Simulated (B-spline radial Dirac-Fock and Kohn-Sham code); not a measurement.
# Bi⁴⁺: non-radiative channels of the 3d3/2 vacancy

System: Bi⁴⁺, configuration [Xe] 4f14 5d10 6s1, inside a Watson sphere of charge -4 and radius 2.7 Å (a model of the Madelung potential; inside it an electron's potential energy is raised by 21.3 eV).

Input of the calculation (task.json; shells as n, l, electrons):

```json
{"items": [{
  "Z": 83,
  "q": 4,
  "cfg": [[1, 0, 2], [2, 0, 2], [2, 1, 6], [3, 0, 2], [3, 1, 6], [3, 2, 10], [4, 0, 2], [4, 1, 6], [4, 2, 10], [4, 3, 14], [5, 0, 2], [5, 1, 6], [5, 2, 10], [6, 0, 1]],
  "A": 209,
  "rrms": 5.5211,
  "watson": [-4, 2.7],
  "do": ["binding", "quiet", "decay"],
  "holes": ["K", "L1", "L2", "L3", "M1", "M2", "M3", "M4", "M5", "N1", "N2", "N3", "N4", "N5", "N6", "N7"]
}]}
```

Run with: `python xray_run.py task.json out`

The computed values come from a radial finite-basis atomic code: a relativistic independent-particle model: LDA orbitals of the hole state, radiative multipoles to third order, Auger rates from the Coulomb interaction with a continuum orbital, Dirac-Fock energies. Kinetic energies are configuration averages from the vacuum level; the two-hole energies are estimated from single-hole states.

| transition | kinetic energy (eV) | width (meV) | share (%) |
| --- | --- | --- | --- |
| M4-M5O4 | 32.73 | 138 | 5.1 |
| M4-N1N4 | 1210.6 | 90.6 | 3.3 |
| M4-N2N4 | 1347.2 | 81.0 | 3.0 |
| M4-N3N4 | 1472.5 | 161 | 6.0 |
| M4-N1N6 | 1516.7 | 43.5 | 1.6 |
| M4-N2N6 | 1650.9 | 29.0 | 1.1 |
| M4-N4N4 | 1688.7 | 148 | 5.5 |
| M4-N4N5 | 1712.3 | 293 | 10.8 |
| M4-N4N6 | 1998.2 | 169 | 6.3 |
| M4-N4N7 | 2000.6 | 203 | 7.5 |
| M4-N5N6 | 2019.7 | 193 | 7.1 |
| M4-N4O3 | 2073.7 | 30.7 | 1.1 |
| M4-N4O4 | 2146.5 | 34.8 | 1.3 |
| M4-N4O5 | 2149.6 | 39.2 | 1.4 |
| M4-N6N6 | 2303.2 | 185 | 6.8 |
| M4-N6N7 | 2307.6 | 534 | 19.7 |

The listed channels hold 88 % of the non-radiative rate. Summed by principal shells, of 2.71 eV in all: MNN 82.7 %, MNO 10.8 %, MMO 5.8 %, MOO 0.5 %.
